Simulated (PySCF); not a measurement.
## Radial density of C²⁺ (carbon, charge +2)

M06-L, [He] 2s2, closed-shell 1S. Calculation: PySCF 2.14, in 6-31G* (3s2p1d, 14 functions); no relativity, point nucleus.

```csv
r (bohr),4πr²ρ (e/bohr)
0.00488,0.03558
0.00820,0.09821
0.0138,0.2617
0.0232,0.6582
0.0390,1.547
0.0657,3.186
0.110,5.336
0.186,6.256
0.313,4.087
0.526,1.316
0.884,1.398
1.49,1.334
2.50,0.1767
4.21,0.004060
```
